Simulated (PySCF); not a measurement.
H₈OSi₃, SMILES O[SiH]([SiH3])[SiH3].

Geometry optimised at PBE0-D3(BJ)/def2-SVP. Other conformers were not sampled.

Two levels are set side by side: TDDFT-PBE/def2-SVPD (PySCF) and TDDFT-M06-2X/def2-SVPD (PySCF). Vertical, same geometry. The lowest singlet is HOMO→LUMO 99 % with PBE and HOMO→LUMO 93 % with the other functional; states are paired by order. Differences are taken from unrounded values.

| quantity | TDDFT-PBE |
|---|---|
| lowest singlet excitation (eV) | 4.89 |
| lowest triplet excitation (TDA) (eV) | 4.46 |
| first bright state (f over 0.05) (eV) | 5.72 |
| its oscillator strength | 0.10 |

Q: These are the TDDFT-PBE values. What does TDDFT-M06-2X give? (The exact figures need the calculation; the answer reports its results.)

A: 
```json
[
 {"quantity": "lowest singlet excitation (eV)", "TDDFT-M06-2X": "5.40", "TDDFT-PBE minus TDDFT-M06-2X": "-0.51"},
 {"quantity": "lowest triplet excitation (TDA) (eV)", "TDDFT-M06-2X": "5.02", "TDDFT-PBE minus TDDFT-M06-2X": "-0.56"},
 {"quantity": "first bright state (f over 0.05) (eV)", "TDDFT-M06-2X": "6.28", "TDDFT-PBE minus TDDFT-M06-2X": "-0.55"},
 {"quantity": "its oscillator strength", "TDDFT-M06-2X": "0.15", "TDDFT-PBE minus TDDFT-M06-2X": "-0.05"}
]
```

Functionals without exact exchange tend to place singlet excitations lower, as here. Differences between two approximate levels are no errors against the true value.

Rough cost on one machine, each run with all the roots and properties that it gave: TDDFT-M06-2X against TDDFT-PBE about 10 times.
